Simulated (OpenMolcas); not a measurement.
Mn4+ (d3) in a complex was computed by CASSCF with the d shell active (OpenMolcas, ANO-RCC-VDZP on the metal). Its lowest spin-free states, and all those of the highest spin:

```tsv
2S+1	Degeneracy	E (cm-1)
4	3	0.0
4	3	8396
2	2	13432
2	3	15000
2	3	17474
2	1	19241
4	3	19770
4	1	20269
2	3	20677
2	2	23741
2	3	23889
2	3	24153
```

Q: Is the site octahedral, tetrahedral or cube-like, axial, or of lower symmetry?

A: The states with 2S+1 = 4 have orbital degeneracies 3, 3, 3, 1. Threefold states need a cubic site. For d3 at this spin an octahedron puts the single A2 below the threefold T2 and a tetrahedron or cube puts the threefold T1 below the threefold T2, so the site is a tetrahedron or a cube, which this pattern cannot tell apart. The run had Mn4+ with 4 ligands (bromide) in tetrahedral coordination (Td) at 2.3 Å. Ligand basis ANO-RCC-VDZP.

An orbital triplet at a regular site is open to Jahn-Teller coupling, which can distort the site and quench the lowest spin-orbit gaps and is left out. Without dynamic correlation the repulsion within the d shell is too large (B by tens of per cent), so at a given field states of lower spin stand too high. The least metal-like active orbital is 71 % on the metal (Löwdin) and no ligand orbital is active, so the numbers are rough. Ligand-to-metal charge-transfer states are missing. This ion would oxidise such ligands; the complex is a model and need not exist. With no ligand orbital active B as a rule stays too high, so bands that hang on it stand too high and its fall with covalency is understated. With metal d orbitals alone and no dynamic correlation the field as a rule comes out too small, by tens of per cent, by up to half for chloride and softer ligands. No measured value stands beside these numbers; the geometry is a model, was not optimised and need not be the one that this ion takes.
